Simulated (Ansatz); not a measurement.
Cost and result for the atomization energy of CH3BOTe, SMILES `B1OC[Te]1` (7 atoms, 7 bonds).

The species carries charge 0 and has multiplicity 1. Correlated methods include outer-core shells of Te, which these sets cover unevenly. Te: def2 effective core potential. The geometry is a stationary point of PBE0-D4/def2-TZVP. Program: Ansatz. All runs use 2 threads of an Arm Neoverse V2 on a shared host. Times are those of one run each, without the atoms' runs, and a repeat can differ threefold. Electronic energies, without spin–orbit coupling; frozen cores. CCSD(T)/CBS adds CCSD(T) − MP2 in def2-TZVPP to the MP2 limit, and its time is that of the two runs behind it. T1 = 0.015. With those shells the extrapolation isn't a true limit. B3LYP takes the VWN-RPA correlation (the form of Gaussian; ORCA's B3LYP/G). HSE06 is the plane-wave form, built on full-range PBE exchange.

CCSD(T)/CBS is a level of theory with its own doubt, some kJ/mol a heavy atom from the limit and from the frozen cores, so smaller differences don't rank the functionals.

| level | functions | wall time |
| --- | --- | --- |
| LDA (SPW92)/def2-TZVPP | 185 | 1.1 s |
| revPBE-D4/def2-TZVPP | 185 | 1.9 s |
| PBE-D4/def2-TZVPP (with forces) | 185 | 2.4 s |
| HSE06-D4/def2-TZVPP | 185 | 2.6 s |
| CAM-B3LYP-D4/def2-TZVPP | 185 | 2.8 s |
| BHLYP-D4/def2-TZVPP | 185 | 3.3 s |
| CCSD(T)/def2-SVP | 83 | 3.6 s |
| B3LYP-D4/def2-TZVPP (with forces) | 185 | 3.6 s |
| B2PLYP/def2-TZVPP | 185 | 5.5 s |
| ωB97X-V/def2-TZVPP | 185 | 7.5 s |
| MP2/def2-QZVPP | 343 | 14 s |
| CCSD(T)/def2-TZVPP | 185 | 80 s |
| CCSD(T)/CBS(def2) | – | 93 s |

Task: What atomization energy does each give, and how far from CCSD(T)/CBS? (Estimate.)

Result: Computed: 
```csv
level,atomization (kcal/mol),difference from CCSD(T)/CBS,per bond
LDA (SPW92)/def2-TZVPP,730.3,106.8,15.3
revPBE-D4/def2-TZVPP,624.2,0.7,0.1
PBE-D4/def2-TZVPP (with forces),643.6,20.1,2.9
HSE06-D4/def2-TZVPP,626.5,3.0,0.4
CAM-B3LYP-D4/def2-TZVPP,621.1,-2.4,-0.3
BHLYP-D4/def2-TZVPP,595.4,-28.1,-4.0
CCSD(T)/def2-SVP,584.2,-39.3,-5.6
B3LYP-D4/def2-TZVPP (with forces),620.2,-3.3,-0.5
B2PLYP/def2-TZVPP,615.0,-8.5,-1.2
ωB97X-V/def2-TZVPP,621.8,-1.7,-0.2
MP2/def2-QZVPP,634.2,10.7,1.5
CCSD(T)/def2-TZVPP,604.0,-19.5,-2.8
CCSD(T)/CBS(def2),623.5,0.0,0.0
```

From BLYP to BHLYP (50 % exact exchange), in def2-TZVPP and without D4, the atomization energy moves by −25.1 kcal/mol: exact exchange takes away binding that semilocal exchange gives to molecules. Leaving LDA and LC-ωPBE aside and taking each functional with its dispersion term where it has one, the values spread over 48.3 kcal/mol, from BHLYP-D4 to PBE-D4. LDA lies +90.5 kcal/mol from PBE without D4, its usual overbinding. In def2-TZVPP, CCSD(T) changes the Hartree–Fock value by +171.6 kcal/mol (the triples alone add +14.2 kcal/mol) and MP2 by +190.2 kcal/mol; breaking electron pairs costs correlation energy, which Hartree–Fock lacks.

Spin–orbit coupling would lower the free Te atoms strongly, and the atomization energy with them, by more than many differences here.
